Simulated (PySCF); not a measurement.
Choosing a molecule for a target property.

Species are written as SMILES; each is one conformer at its optimised geometry, gas phase, non-relativistic unless stated; the electronic structure was computed with PySCF and density fitting.

The conformers computed, where there is a choice (atom-mapped SMILES and torsion angles):
- `[OH:1][C@:2]12[CH2:3][C@H:4]1[CH2:5]2`: H–O1–C2–C3 -97°
- `[CH3:1][C:2]1=[CH:3][C@@H:4]1[OH:5]`: H–O5–C4–C3 -26°

Problem. Wanted: smallest rotational constant below 3.7 GHz (PBE0-D3(BJ)/def2-SVP) and dipole moment below 2 D (PBE0-D3(BJ)/def2-SVP), at PBE0-D3(BJ)/def2-SVP geometries. Which candidate meets both?
A. `[F][Mn][F]` [sextet]
B. `O[C@]12C[C@H]1C2`
C. `CC1=C[C@@H]1O`
D. `Fc1cpco1`

Solution. D. Computed values:
```csv
species,smallest rotational constant,dipole moment
Fc1cpco1,1.890 GHz,0.20 D
CC1=C[C@@H]1O,3.126 GHz,2.28 D
[F][Mn][F] [sextet],4.212 GHz,0.00 D
O[C@]12C[C@H]1C2,4.386 GHz,1.02 D
```
